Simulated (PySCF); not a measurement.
Unknown compound

An unknown has the formula C4H4F3N. Its calculated NMR data are:

¹H NMR (600 MHz, computed): δ 3.10 (m, 1H), 1.63 (d, 3H).

¹³C{¹H} NMR (computed): δ 134.0 (C), 120.2 (C), 33.7 (CH), 15.5 (CH3).

[PySCF 2.14: NMR shieldings at PBE0/pcSseg-1/GIAO; GFN2-xTB geometry; gas phase; one averaged value for each set of equivalent atoms; non-relativistic; one conformer]

References, each an isolated molecule treated in the same way: TMS for ¹H (31.72 ppm) and ¹³C (186.93 ppm).

Question: What is the structure?

Answer: 
1. The formula gives 2 degrees of unsaturation (no ring in the answer).
2. 4 carbon signals for 4 carbons: no two carbons are equivalent.
3. Carbon types of the structure: 2 × C, 1 × CH, 1 × CH3, which accounts for all hydrogens.
4. δC 134.0: CF3 carbon; 3 electronegative neighbours deshield it.
5. δC 120.2: nitrile carbon; C≡N carbons fall here, among the sp2 signals but without a proton.
6. δC 33.7: sp3 CH α to a nitrile; saturated and bonded to C and H only.
7. δC 15.5: methyl carbon; saturated and bonded to C and H only.
8. δH 3.10: hydrogen on an sp3 CH α to a nitrile.
9. δH 1.63: hydrogen on a methyl carbon.

These data were computed for SMILES C[C@H](C#N)C(F)(F)F.

The data come from this structure; uniqueness wasn't tested. Such data don't tell enantiomers apart.

Splittings by ¹⁹F in the carbon and heteronuclear signals aren't shown, as no couplings were computed. Shifts are as computed. Against solution values, carbons near 30 ppm lie about +3 ppm off and those near 130 ppm about +5 ppm (rms about the fit 2.1 ppm; single classes can miss by 10 ppm). Of 1328 compounds with measured shifts, 309 miss one by over three times the rms of a fit or turn the order of signals round; such compounds aren't used in these exercises. Signals without a measured value on file couldn't be tested in this way; 1H shifts scatter by 0.2 ppm about their fit, and single ones miss by 0.5 ppm. No couplings were computed; multiplicities are counted from neighbouring protons, with m where these are inequivalent, close in shift, in a saturated or five-membered ring or joined by F or P, and br s for small geminal =CH2 splittings.
